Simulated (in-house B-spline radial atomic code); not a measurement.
**How G0W0 and RPA depend on the start: K⁷⁺**

Configuration [Ne] 3s2. Computed with a B-spline radial code for spherical atoms: all electrons, non-relativistic, point nucleus, each spin shell either full or empty, empty states to l = 9 with an (l + 1/2)⁻⁴ tail; G0W0 by contour deformation at full frequency.

```tsv
start	mean-field 3s (eV)	G0W0 (eV)	QP weight	RPA correlation (Eh)
Hartree-Fock	-152.30	-154.53	0.978	-0.70201
LDA VWN5	-145.36	-155.10	0.960	-0.79002
PBE	-145.24	-155.04	0.960	-0.78832
PBE0	-147.29	-154.89	0.966	-0.76173
r2SCAN	-145.52	-155.00	0.963	-0.7753
HSE06	-146.95	?	?	?
B3LYP (VWN-RPA)	-147.10	-154.92	0.965	-0.76721
SCAN	-145.59	-154.99	0.962	-0.77523
TPSS	-145.35	-155.02	0.961	-0.78365
BHandHLYP	-149.33	?	?	?
CAM-B3LYP	-149.04	-154.82	0.969	-0.75393
LC-wPBE	-150.62	-154.78	0.972	-0.75117
wB97X	-150.10	-154.74	0.972	-0.74816
PBEsol	-145.12	-155.06	0.960	-0.78864
BLYP	-145.30	-155.03	0.960	-0.78886
r2SCAN0	-147.47	-154.87	0.967	-0.75343
LDA exchange-only	-143.63	-155.07	0.962	-0.7896
```

(1) What G0W0 level, weight and RPA correlation energy follow from the BHandHLYP start?

(2) What G0W0 level, weight and RPA correlation energy follow from the HSE06 start?

(3) How much of the dependence on the start does G0W0 remove?

Results:

(1) G0W0 level -154.76 eV, weight 0.971, RPA correlation -0.73953 hartree.

(2) G0W0 level -154.91 eV, weight 0.965, RPA correlation -0.76485 hartree.

(3) The mean-field levels span 8.67 eV and the G0W0 levels 0.568 eV. Against 154.87 ± 0.05 eV (NIST, semi-empirical) the G0W0 removal energies are off by -0.34 to +0.23 eV, with relativity, Breit and QED terms left out.
